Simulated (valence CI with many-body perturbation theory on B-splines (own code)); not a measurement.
# Cd16+: what each term of the Hamiltonian does

Computed by configuration interaction combined with many-body perturbation theory (CI+MBPT): four valence electrons over a frozen Dirac-Fock core [Ar] 3d10, a basis of 11 s, 11 p, 9 d, 7 f, 5 g, 2 h, 1 i functions for each j, with the one-electron correlation potential Σ1 (screened to all orders), the two-electron term Σ2, the three-electron term Σ3, Breit, model QED; selected single and double excitations, second order for the rest (own B-spline code, finite nucleus).

No measured levels were compared; by estimate levels hold to about 250 cm⁻¹ or 0.2 % of their energy and the worst to 1 %, as in measured heavy ions of charge 2 to 7; those with d or f electrons hold less well.

Each rung adds one term. CI alone is the Dirac-Coulomb CI over the frozen core; QED comes last and gives the full result, which names the levels. Energies are above (4s^2 4p1/2^2) J=0 on the same rung, in cm⁻¹.

Levels are named by their leading jj configuration (3d3/2^4 stands for four electrons in 3d with j = 3/2), which in mixed levels can hold well under half, so a name can repeat and another be missing. Letters in brackets count levels of one name in rising energy.

| Level | CI alone | + Σ1 | + Σ2 | + Σ3 | + Breit | Full |
| --- | --- | --- | --- | --- | --- | --- |
| (4s^2 4p1/2 4p3/2) J=1 | 50313 | 50920 | 51358 | 51404 | 50502 | 50631 |
| (4s^2 4p1/2 4p3/2) J=2 | 65525 | 66179 | 66390 | 66403 | 65405 | 65538 |
| (4s^2 4p3/2^2) J=2 | 128333 | 129605 | 130054 | 130072 | 128199 | 128446 |
| (4s^2 4p3/2^2) J=0 | 168158 | 169465 | 169144 | 169028 | 167227 | 167451 |
| (4s 4p1/2^2 4p3/2) J=2 | 331560 | 332679 | 336165 | 336385 | 335966 | 334784 |
| (4s 4p1/2^2 4p3/2) J=1 | 395715 | 396846 | 397743 | 397839 | 397481 | 396336 |
| (4s 4p1/2 4p3/2^2) J=2 [a] | 404671 | 406044 | 407925 | 408062 | 407276 | 406183 |
| (4s 4p1/2 4p3/2^2) J=3 | 423944 | 425503 | 427398 | 427542 | 426408 | 425351 |
| (4s 4p1/2 4p3/2^2) J=0 | 458582 | 460188 | 460918 | 460946 | 459953 | 458877 |
| (4s 4p1/2 4p3/2^2) J=1 [a] | 466566 | 468264 | 468705 | 468752 | 467591 | 466542 |
| (4s 4p1/2 4p3/2^2) J=2 [b] | 473002 | 474695 | 474945 | 475030 | 473761 | 472775 |
| (4s 4p1/2 4p3/2^2) J=1 [b] | 524927 | 526507 | 519569 | 519493 | 518700 | 517553 |
| (4s 4p3/2^3) J=2 | 524958 | 526952 | 526754 | 526848 | 524984 | 524139 |
| (4s^2 4p1/2 4d3/2) J=2 | 586244 | 587407 | 586997 | 587139 | 585393 | 585328 |
| (4s 4p3/2^3) J=1 | 595046 | 597275 | 591490 | 591414 | 589607 | 588643 |
| (4s^2 4p1/2 4d5/2) J=3 | 611957 | 613351 | 613208 | 613359 | 611079 | 611122 |
| (4s^2 4p1/2 4d5/2) J=2 | 640326 | 641697 | 637132 | 637151 | 635163 | 635078 |
| (4s^2 4p1/2 4d3/2) J=1 | 651483 | 652758 | 647334 | 647297 | 645570 | 645500 |
| (4s^2 4p3/2 4d5/2) J=4 | 656358 | 658271 | 658896 | 659081 | 655949 | 656092 |

Problem. How does the ionisation energy move along the ladder, and which term matters most?

Solution. CI alone 420.81, + Σ1 422.07, + Σ2 421.99, + Σ3 421.91, + Breit 421.61, + QED 421.63 eV. The largest step is Σ1, 1.27 eV. NIST lists 421 ± 3 eV (theoretical).
